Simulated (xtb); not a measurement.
xtb input (GFN1-xTB):

```bash
xtb mol.xyz --gfn 1 --opt tight --chrg 0 --uhf 0
```
mol.xyz:
```
4

Ga    -1.16580243     0.11091855    -0.00776526
Br     1.13701180    -0.10817931     0.00757349
H     -1.69444437     1.57594444    -0.00149832
H     -1.96109298    -1.22814373    -0.02285076
```

Output:

```
           -------------------------------------------------
          |                Calculation Setup                |
           -------------------------------------------------

           -------------------------------------------------
          |                 G F N 1 - x T B                 |
           -------------------------------------------------

        Reference                      10.1021/acs.jctc.7b00118
      * Hamiltonian:
        H0-scaling (s, p, d)           1.850000    2.250000    2.000000
        zeta-weighting                 0.000000
      * Dispersion:
        s8                             2.400000
        a1                             0.630000
        a2                             5.000000
        s9                             0.000000
      * Repulsion:
        kExp                           1.500000
        rExp                           1.000000
      * Coulomb:
        alpha                          2.000000
        third order                    atomic
        anisotropic                    false
      * Halogen bond correction:
        rad-scale                      1.300000
        damping                        0.440000

          ...................................................
          :                      SETUP                      :
          :.................................................:
          :  # basis functions                  24          :
          :  # atomic orbitals                  22          :
          :  # shells                           10          :
          :  # electrons                        12          :
          :  # halogen bonds                     0          :
          :  max. iterations                   250          :
          :  Hamiltonian                  GFN1-xTB          :
          :  restarted?                      false          :
          :  GBSA solvation                  false          :
          :  PC potential                    false          :
          :  electronic temp.          300.0000000     K    :
          :  accuracy                    1.0000000          :
          :  -> integral cutoff          0.2500000E+02      :
          :  -> integral neglect         0.1000000E-07      :
          :  -> SCF convergence          0.1000000E-05 Eh   :
          :  -> wf. convergence          0.2000000E-04 e    :
          :  Broyden damping             0.4000000          :
          :  net charge                          0          :
          :  unpaired electrons                  0          :
          ...................................................

 iter      E             dE          RMSdq      gap      omega  full diag
   1     -6.1233328 -0.612333E+01  0.642E+00    4.06       0.0  T
   2     -6.2853428 -0.162010E+00  0.399E+00    5.74       1.0  T
   3     -6.3604126 -0.750698E-01  0.176E+00    6.40       1.0  T
   4     -6.3517054  0.870729E-02  0.132E+00    5.81       1.0  T
   5     -6.3595362 -0.783086E-02  0.811E-01    6.38       1.0  T
   6     -6.3639975 -0.446126E-02  0.392E-02    6.25       1.3  T
   7     -6.3640015 -0.404714E-05  0.295E-02    6.25       1.7  T
[...]
 iterations                     ...        0 min,  0.000 sec ( 13.203%)
 molecular gradient             ...        0 min,  0.001 sec ( 45.472%)
 printout                       ...        0 min,  0.000 sec (  1.952%)

         :::::::::::::::::::::::::::::::::::::::::::::::::::::
         ::                     SUMMARY                     ::
         :::::::::::::::::::::::::::::::::::::::::::::::::::::
         :: total energy              -6.342364023832 Eh    ::
         :: gradient norm              0.000014784136 Eh/a0 ::
         :: HOMO-LUMO gap              6.330658836819 eV    ::
         ::.................................................::
         :: SCC energy                -6.365440823131 Eh    ::
         :: -> electrostatic           0.004336079068 Eh    ::
         :: repulsion energy           0.023847425374 Eh    ::
         :: dispersion energy         -0.000770626075 Eh    ::
         :: halogen bond corr.         0.000000000000 Eh    ::
         :: add. restraining           0.000000000000 Eh    ::
         :: total charge              -0.000000000000 e     ::
         :::::::::::::::::::::::::::::::::::::::::::::::::::::

           -------------------------------------------------
          |                Property Printout                |
           -------------------------------------------------

    * Orbital Energies and Occupations

         #    Occupation            Energy/Eh            Energy/eV
      -------------------------------------------------------------
         1        2.0000           -0.6997232             -19.0404
         2        2.0000           -0.5542708             -15.0825
         3        2.0000           -0.4643072             -12.6344
         4        2.0000           -0.4521392             -12.3033
         5        2.0000           -0.4443883             -12.0924
         6        2.0000           -0.4332031             -11.7881 (HOMO)
         7                         -0.2005557              -5.4574 (LUMO)
         8                         -0.1902645              -5.1774
         9                         -0.1129045              -3.0723
        10                         -0.1085942              -2.9550
        11                         -0.0977843              -2.6608
        12                         -0.0750759              -2.0429
        13                         -0.0634403              -1.7263
        14                         -0.0591025              -1.6083
        15                         -0.0556914              -1.5154
        16                         -0.0502791              -1.3682
        17                         -0.0064618              -0.1758
       ...                                ...                  ...
        22                          1.0702699              29.1235
      -------------------------------------------------------------
                  HL-Gap            0.2326474 Eh            6.3307 eV
             Fermi-level           -0.3168794 Eh           -8.6227 eV

  Mulliken/CM5 charges         n(s)   n(p)   n(d)
     1Ga    0.31077  0.16895   1.247  1.142  0.301
     2Br   -0.10502 -0.08259   1.904  5.213 -0.012
     3H    -0.10287 -0.04318   1.103  0.000  0.000
     4H    -0.10287 -0.04318   1.103  0.000  0.000

Wiberg/Mayer (AO) data.
largest (>0.10) Wiberg bond orders for each atom

 ---------------------------------------------------------------------------
     #   Z sym  total        # sym  WBO       # sym  WBO       # sym  WBO
 ---------------------------------------------------------------------------
     1  31 Ga   3.129 --     2 Br   1.355     3 H    0.887     4 H    0.887
     2  35 Br   1.442 --     1 Ga   1.355
     3   1 H    0.993 --     1 Ga   0.887
     4   1 H    0.993 --     1 Ga   0.887
 ---------------------------------------------------------------------------

Topologies differ in total number of bonds
Writing topology from bond orders to xtbtopo.mol

 dipole moment from electron density (au)
     X       Y       Z
  -0.9711   0.0924  -0.0065  total (Debye):    2.480

           -------------------------------------------------
          |                Geometry Summary                 |
Note: The following floating-point exceptions are signalling: IEEE_DENORMAL
normal termination of xtb
           -------------------------------------------------

      molecular mass/u    :      151.6424753
   center of mass at/Å    :        0.0543068      -0.0051669       0.0003615
  moments of inertia/u·Å² :        0.3794202E+01   0.2108396E+03   0.2146338E+03
rotational constants/cm⁻¹ :        0.4442999E+01   0.7995479E-01   0.7854138E-01

 * 3 selected distances

     #   Z          #   Z                                           value/Å
     1  31 Ga       2  35 Br                                      2.3373789 (max)
     1  31 Ga       3   1 H                                       1.5326447 (min)
     1  31 Ga       4   1 H                                       1.5326447

 * 2 distinct bonds (by element types)

   Z      Z             #   av. dist./Å        max./Å        min./Å
   1 H   31 Ga          2     1.5326447     1.5326447     1.5326447
  31 Ga  35 Br          1     2.3373789     2.3373789     2.3373789

optimized geometry written to: xtbopt.xyz

           -------------------------------------------------
          | TOTAL ENERGY               -6.342364023832 Eh   |
          | GRADIENT NORM               0.000014784136 Eh/α |
          | HOMO-LUMO GAP               6.330658836819 eV   |
           -------------------------------------------------

------------------------------------------------------------------------
------------------------------------------------------------------------
 total:
 SCF:
 ANC optimizer:
```
